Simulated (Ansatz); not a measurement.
Program: Ansatz. Geometries: PBE0-D4/def2-TZVP. ΔE: electronic, gas phase. CBS: MP2 limit from def2 TZ/QZ plus the TZ coupled-cluster correction, frozen cores. DFT in def2-TZVPP. B3LYP here is the variant with VWN-RPA as its local correlation; programs differ in this. For Ge outer-core shells are correlated without core-valence functions, which leaves a few kJ/mol of doubt a bond. Scalar relativity is left out up to krypton. One conformer a species, not always the lowest.

Reaction (redistribution): `BCB(B)F` + `C[CH2][GeH2][SiH3]` → `BCB(C)F` + `B[CH2][GeH2][SiH3]`

Question: Is it downhill or uphill in electronic energy at CCSD(T)/CBS, and by how much? (Estimate.)

Answer: Computed: Downhill: ΔE = -26.7 kcal/mol.

Question: What do these levels give: PBE-D4, r2SCAN-D4, PBE0-D4, B3LYP-D4, ωB97M-V, B2PLYP, r2SCAN, PBE0, HF/def2-QZVPP, MP2/def2-QZVPP, SCS-MP2/def2-QZVPP, MP2/CBS(def2)? (An estimate is asked.)

Answer: Ansatz gave: PBE-D4 -27.3, r2SCAN-D4 -28.5, PBE0-D4 -27.3, B3LYP-D4 -26.0, ωB97M-V -28.3, B2PLYP -26.3, r2SCAN -28.4, PBE0 -27.0, HF/def2-QZVPP -22.3, MP2/def2-QZVPP -28.5, SCS-MP2/def2-QZVPP -26.4, MP2/CBS(def2) -28.5 kcal/mol.

Largest T1 diagnostic among the species: 0.013.

In def2-TZVPP, CCSD(T) changes the Hartree–Fock value by −4.4 kcal/mol (the triples alone add −0.9 kcal/mol) and MP2 by −6.2 kcal/mol. The D4 term adds −0.7 kcal/mol with B3LYP and −0.3 kcal/mol with PBE0; it sums over pairs of atoms, weighted by their polarisabilities, and B3LYP, whose exchange is more repulsive, gets the larger term.
